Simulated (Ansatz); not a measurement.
System: AsF2, charge 0, multiplicity 2. It need not be the lowest isomer of its formula. SMILES: F[As]F
Geometry: optimised at B3LYP-D3(BJ)/def2-TZVP (Ansatz, a quantum-chemistry and plane-wave program).

Computed values are from Ansatz. Valence correlation only, unless marked. Open shells are spin-unrestricted. No spin-orbit coupling. Frozen are the shells of the preceding noble gas and the d and f shells that filled before the atom's block. No relativistic terms. Basis-set limits of correlation are two-point, X^-3; Hartree-Fock from the larger set. The bracket is a focal-point correction in the basis named.

**Question.** What is the atomisation energy De at CCSD(T)/CBS(cc-pVTZ,cc-pVQZ)?

**Answer.** 860.6 kJ/mol.

**Question.** What is the T1 diagnostic at CCSD/cc-pVQZ?

**Answer.** 0.018.

**Question.** What is the vertical ionisation energy (to the singlet) at RI-MP2/CBS(aug-cc-pVTZ,aug-cc-pVQZ)+[CCSD(T)-MP2]/aug-cc-pVTZ?

**Answer.** 9.32 eV.

**Question.** What is the vertical electron affinity (to the singlet; negative means unbound) at RI-MP2/CBS(aug-cc-pVTZ,aug-cc-pVQZ)+[CCSD(T)-MP2]/aug-cc-pVTZ?

**Answer.** 1.10 eV.

**Question.** What is the total energy at CCSD(T)/CBS(cc-pVTZ,cc-pVQZ)?

**Answer.** -2433.9952 Eh.
